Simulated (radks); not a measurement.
Q: These are the eigenvalues of the occupied orbitals of an atom or ion with whole-number occupations (eV). All-electron calculation, non-relativistic Kohn-Sham, revPBE, spin-polarised, spherical densities, point nucleus. Program: a radial shooting solver on a logarithmic mesh with Libxc functionals.

| orbital | eigenvalue |
|---|---|
| 1s up | -914.1136 |
| 1s down | -910.7445 |
| 2s up | -106.2123 |
| 2s down | -97.7640 |
| 2p up | -83.7140 |

Which element is it, and in what charge state? The configuration may be excited. Open shells, if any, are filled with parallel spins first.

A: Z = 10, neon, charge +3: Ne3+ in [He] 2s2 2p3. The list shows which subshells hold electrons but not how many an open one holds; the 1s level, -33.593 hartree, gives Z - s = 8.2 by -(Z - s)^2/2, which with screening narrows Z to a few neighbours, and the depths of the outer levels then fix element, charge and occupations together.
